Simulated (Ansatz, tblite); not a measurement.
Removing and adding an electron: the cluster Ag4 (the lowest singlet isomer of a short search). The state is a singlet with charge 0. Geometry: PBE-D4/def2-SVP. Ansatz, gas phase; energy differences of separate SCF runs; the oxidised species was run as a doublet alone; the reduced species was run as a doublet alone.

```xyz
4

Ag   -0.8287    1.9024   -1.2358
Ag    1.2315    0.3534   -0.2820
Ag    0.8286   -1.9031    1.2347
Ag   -1.2314   -0.3527    0.2830
```

In the def2 sets Ag takes a core potential; there is no spin–orbit coupling. The xTB rows come from tblite. The structure comes from a short search, and lower isomers may exist.

| level | −HOMO (eV) | vertical IE (eV) | −LUMO (eV) | vertical EA (eV) | HOMO–LUMO gap (eV) | IE − EA (eV) | remarks |
| --- | --- | --- | --- | --- | --- | --- | --- |
| GFN1-xTB | 8.28 | 11.42 | 7.54 | 4.27 | 0.74 | 7.15 | – |
| GFN2-xTB | 8.90 | 12.02 | 7.81 | 5.76 | 1.09 | 6.26 | – |
| r2SCAN-D4/def2-TZVPD | 4.45 | – | 3.43 | 1.63 | 1.02 | – | HOMO above zero (-1 doublet) |
| PBE0-D4/def2-TZVPD | 4.81 | – | 2.79 | 1.44 | 2.02 | – | – |

Problem. Estimate the rows for PBE-D4/def2-TZVP, PBE-D4/def2-TZVPD, r2SCAN-D4/def2-TZVP, PBE0-D4/def2-TZVP.

Solution. 
| level | −HOMO (eV) | vertical IE (eV) | −LUMO (eV) | vertical EA (eV) | HOMO–LUMO gap (eV) | IE − EA (eV) | remarks |
| --- | --- | --- | --- | --- | --- | --- | --- |
| PBE-D4/def2-TZVP | 4.49 | 6.69 | 3.65 | – | 0.84 | – | – |
| PBE-D4/def2-TZVPD | 4.49 | – | 3.65 | 1.65 | 0.84 | – | HOMO above zero (-1 doublet) |
| r2SCAN-D4/def2-TZVP | 4.45 | 6.52 | 3.43 | – | 1.02 | – | – |
| PBE0-D4/def2-TZVP | 4.81 | 6.37 | 2.79 | – | 2.02 | – | – |

   A HOMO above zero means that the electron is unbound at that level or that self-interaction error raises the level; the energy of removing that electron tells which. Raw xTB energy differences between charge states are shifted by several eV; the methods need an empirical correction for them.
